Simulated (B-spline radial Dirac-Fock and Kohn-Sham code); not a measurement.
# X-ray form factors of dysprosium in several charge states

Calculated with a radial finite-basis atomic code, using Dirac-Fock densities.

Configurations: Dy⁴⁴⁺ [Ar] 3d4; Dy⁴⁶⁺ [Ar] 3d2; Dy⁴⁹⁺ [Ne] 3s2 3p5. The first column is f₀ of Dy⁴⁴⁺, the others are differences from it.

| s (Å⁻¹) | Dy⁴⁴⁺ | Δ Dy⁴⁶⁺ | Δ Dy⁴⁹⁺ |
| --- | --- | --- | --- |
| 0 | 22.000 | -2.000 | -5.000 |
| 0.1 | 21.950 | -1.992 | -4.981 |
| 0.2 | 21.800 | -1.970 | -4.926 |
| 0.3 | 21.553 | -1.933 | -4.834 |
| 0.4 | 21.215 | -1.883 | -4.709 |
| 0.5 | 20.792 | -1.821 | -4.553 |
| 0.7 | 19.721 | -1.664 | -4.162 |
| 0.9 | 18.419 | -1.476 | -3.692 |
| 1.1 | 16.969 | -1.271 | -3.177 |
| 1.4 | 14.704 | -0.959 | -2.392 |
